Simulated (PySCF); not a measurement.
H2S2, SMILES SS.

Geometry optimised at B3LYP-D3(BJ)/def2-TZVP.

Level of theory: SMD-ωB97X/def2-SVP (PySCF).

Solvation free energies are E(SMD) − E(gas) at the gas-phase geometry, for 1 M in both phases. In vacuum the dipole moment is 1.51 D.

Computed solvation free energies in water, acetonitrile, 2-propanol:
```tsv
solvent	ΔG(solv) (kcal/mol)	its non-electrostatic (CDS) part	dipole (D)
water	-2.0	0.7	1.90
acetonitrile	-4.4	-1.7	1.88
2-propanol	-4.8	-2.2	1.87
```
